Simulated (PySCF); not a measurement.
# Spin-state energies of [Rh(H2O)6]3+

The complex [Rh(H2O)6]3+ (charge +3) contains Rh(III), shell d6. The structure is a PBE0-D3(BJ)/def2-SVP, IEF-PCM water geometry optimised for multiplicity 1; coordination octahedral, point group C1, metal–donor distances 2.02 Å.

The d shell alone is too small an active space for [Rh(H2O)6]3+ (an active orbital has only 0.68 squared overlap with the free ion's shell): its levels, fitted parameters, g values and moments show what this model gives and aren't sound predictions.

```
19

Rh    0.000    0.000    0.000
O     2.016    0.063   -0.064
H     2.404    0.871    0.320
H     2.494   -0.692    0.325
O    -2.017   -0.066    0.067
H    -2.486    0.723   -0.262
H    -2.412   -0.835   -0.384
O     0.063    2.016    0.064
H    -0.310    2.404    0.877
H    -0.338    2.493   -0.686
O    -0.065   -2.016   -0.065
H     0.354   -2.491    0.676
H     0.300   -2.398   -0.885
O    -0.065    0.063    2.016
H     0.691   -0.329    2.491
H    -0.870   -0.335    2.398
O     0.065   -0.066   -2.017
H     0.848    0.364   -2.408
H    -0.712    0.281   -2.492
```

Method (PySCF 2.14, density fitting): CASSCF(6,5) with orbitals averaged over all microstates of the shell, strongly contracted NEVPT2 on the averaged canonical orbitals; basis x2c-TZVPall on the metal, x2c-SVPall elsewhere; spin-free X2C; IEF-PCM water; spin-orbit coupling by state interaction with the mean-field operator over all roots.

The unrestricted Kohn–Sham energies use the same basis, Hamiltonian, solvent and geometry. All energies are vertical, in cm⁻¹ above the lowest state with 2S+1 = 5; a negative value means that the lower spin is more stable. A dash marks a spin without a sound unrestricted solution.

```
method  2S+1 = 3  2S+1 = 1
  BP86         –    -38134
 B3LYP         –    -37297
  PBE0         –    -35550
```

Q: What do CASSCF and NEVPT2 in the d shell give?

A: 
| method | 2S+1 = 3 | 2S+1 = 1 |
| --- | --- | --- |
| CASSCF | -7432 | -24091 |
| NEVPT2 | -13861 | -35673 |

Q: How does exact exchange act on the 2S+1 = 1 state?

A: From BP86 (0 % exact exchange) to PBE0 (25 %) it moves by +2584 cm⁻¹ against the high-spin state, so more exact exchange favours high spin, the usual trend.

The functionals differ in more than their exact exchange.

The active space of the d orbitals alone lacks metal–ligand bonding pairs, which usually tilts NEVPT2 towards high spin.
